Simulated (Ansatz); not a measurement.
Reactions of C₂H₂Cl₂Sn, SMILES `C#[C][SnH]([Cl])[Cl]`.

Calculated with Ansatz (gas phase, PBE0-D4/def2-TZVP geometries, no zero-point term in ΔE). CCSD(T)/CBS adds triple-zeta CCSD(T) − MP2 to the extrapolated MP2 energy (def2 sets, frozen cores). This one scheme is used for every species. def2 core potentials past Kr. For Br, Sn outer-core shells are correlated without core-valence functions, which leaves a few kJ/mol of doubt a bond. Scalar relativity is left out up to krypton. Each species was taken in one conformer, which may not be the lowest.

Q: Order these by ΔE at CCSD(T)/CBS, lowest first. (Estimate.)
A. `C#[C][SnH]([Cl])[Cl]` + H₂S → `[SH][SnH]([Cl])[Cl]` + `C#C`
B. `C#[C][SnH]([Cl])[Cl]` + `C[S][AlH2]` → `C[S][SnH]([Cl])[Cl]` + `C#[C][AlH2]`
C. `C#[C][SnH]([Cl])[Cl]` + `OCS` → `C#CSCO` + `[Cl][SnH2][Cl]`
D. `C#[C][SnH]([Cl])[Cl]` + H–F → `[F][SnH]([Cl])[Cl]` + `C#C`
E. `C#[C][SnH]([Cl])[Cl]` + HBr → `[Cl][SnH]([Cl])[Br]` + `C#C`

A: E (-86.5 kJ/mol), A (-46.9 kJ/mol), D (-33.4 kJ/mol), B (-4.0 kJ/mol), C (+38.7 kJ/mol).

Largest T1 diagnostic: 0.013, for `C#C`.
